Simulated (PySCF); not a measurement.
Computed shifts of a molecule C5H8, PBE/pcSseg-1 run with PySCF, GIAO, gas phase, equivalent atoms averaged, in ppm (number of nuclei): ¹³C: 140.2 (2), 40.4 (2), 29.8 (1). ¹H: 6.21 (2), 2.74 (4), 2.19 (1), 2.00 (1). References: ¹³C against TMS (σ = 182.0 ppm); ¹H against TMS (σ = 31.49 ppm), references at their B3LYP-D3(BJ)/def2-TZVP geometries, non-relativistic. The structure is a stationary point at B3LYP-D3(BJ)/def2-SVP. The values are those of a single conformer.

### Question
Which molecule gave these data?
A. C=C1CCC1
B. C=C/C=C/C
C. C1=CCCC1
D. CC1=CCC1

### Answer
C, C1=CCCC1
